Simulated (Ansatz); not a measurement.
Stepwise reaction of `[OH][Ti]([OH])([SH])[SH]` with hydrogen sulfide, as a gas-phase model of exchange steps in deposition or etching. ΔE in kJ/mol.

Calculated with Ansatz (gas phase, PBE0-D4/def2-TZVP geometries, no zero-point term in ΔE). CBS: MP2 limit from def2 TZ/QZ plus the TZ coupled-cluster correction, frozen cores. This one scheme is used for every species. Functionals use def2-TZVPP. B3LYP here is the variant with VWN-RPA as its local correlation; programs differ in this. For Ti outer-core shells are correlated without core-valence functions, which leaves a few kJ/mol of doubt a bond. Scalar relativity is left out up to krypton. One conformer a species, not always the lowest.

```json
{"step": "1", "reaction": "`[OH][Ti]([OH])([SH])[SH]` + H₂S → `[OH][Ti]([SH])([SH])[SH]` + H₂O", "PBE-D4": "23.8", "B3LYP-D4": "31.0", "ωB97M-V": "35.4", "CCSD(T)/CBS": "22.9"}
```

Give the row of step 2, `[OH][Ti]([SH])([SH])[SH]` + H₂S → `[SH][Ti]([SH])([SH])[SH]` + H₂O. (Estimate.)

The calculation gave: 
```csv
step,reaction,PBE-D4,B3LYP-D4,ωB97M-V,CCSD(T)/CBS
2,`[OH][Ti]([SH])([SH])[SH]` + H₂S → `[SH][Ti]([SH])([SH])[SH]` + H₂O,31.3,38.8,44.1,29.4
```

By hand: ΔE of the 2 steps together at CCSD(T)/CBS.

(22.9) + (29.4) = 52.3 kJ/mol, or 26.1 kJ/mol a step.

In ΔE each step is higher than the one before. All are uphill at CCSD(T)/CBS. PBE-D4 differs from CCSD(T)/CBS by 0.9 to 1.9 kJ/mol a step. Isolated molecules leave out the surface, adducts and barriers. Largest T1 diagnostic: 0.029.
